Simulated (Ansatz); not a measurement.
**A rate constant, worked out**

An elementary step of SiN₂H₅SF, closed shell (SiN₂H₅SF ([NH2][Si]([NH2])([F])[SH]) → SiN₂H₄S ([NH2][Si]([NH2])[S]) + HF; Si–F, S–H broken or loosened, F–H formed or tightened). The start structure is the reactant molecule, and the electronic barrier above it is 2.093 eV by CCSD(T) at an estimated basis limit (MP2 extrapolated from triple and quadruple zeta, plus CCSD(T) − MP2 in triple zeta). Ansatz 0.2.0; basis: def2-TZVPP and def2-QZVPP; cores frozen in the correlated methods. Extrapolation: Hartree–Fock as exp(−7.88 √X), correlation as X^−2.97. Harmonic wavenumbers at PBE0-D4/def2-TZVP (Ansatz 0.2.0), in cm⁻¹:

Start: 135, 190, 225, 258, 293, 311, 321, 384, 416, 443, 517, 729, 786, 830, 849, 928, 981, 1571, 1581, 2719, 3613, 3620, 3708, 3723.

Saddle: 342i, 109, 162, 239, 241, 268, 308, 312, 366, 420, 599, 744, 786, 827, 886, 982, 1029, 1564, 1582, 2048, 3625, 3628, 3728, 3728.

Work out the transition-state-theory rate constant at 800 K from these numbers alone (harmonic vibrations; rotation, path degeneracy and anharmonicity left out), and the Wigner tunnelling factor. Use 1 cm⁻¹ = 1.2398 × 10⁻⁴ eV and k_B = 8.617 × 10⁻⁵ eV/K.

Zero-point energies, half the sums: start 29131/2 cm⁻¹ = 1.8059 eV; saddle, real modes only, 28181/2 cm⁻¹ = 1.7470 eV.
Barrier with zero-point energy: 2.093 + 1.7470 − 1.8059 = 2.0341 eV.
k_BT = 0.06894 eV, so the barrier is 29.51 k_BT.
Vibrational partition functions from the zero-point level, ln q = −Σ ln(1 − exp(−hν/k_BT)): start 11.491, saddle 11.217.
k = (k_BT/h) exp(ln q‡ − ln q) exp(−E0/k_BT), with log₁₀(k_BT/h in s⁻¹) = 13.22: log₁₀ k = 13.22 + (-0.274 − 29.51)/2.3026 = 0.29, so k ≈ 2 × 10^(0) s⁻¹.
Wigner factor: 1 + (hν‡/k_BT)²/24 = 1 + (0.62)²/24 = 1.02. A change of 1 kcal/mol (0.043 eV) in the barrier would change k by a factor of 1.9 at this temperature.

T1 diagnostic: at most 0.012.

Labels in which every atom is bracketed show which atoms are joined, not bond orders.

For scale, one of the runs: CCSD(T)/def2-TZVPP, 247 basis functions, launched by `ansatz run in.yaml --threads 4 --pin off --events-out ev --progress --plain --max-ram 9574MiB`. The run took 2.6 min on 4 CPU threads of an Arm Neoverse V1 (shared host), with 5 GiB of host memory at its peak.
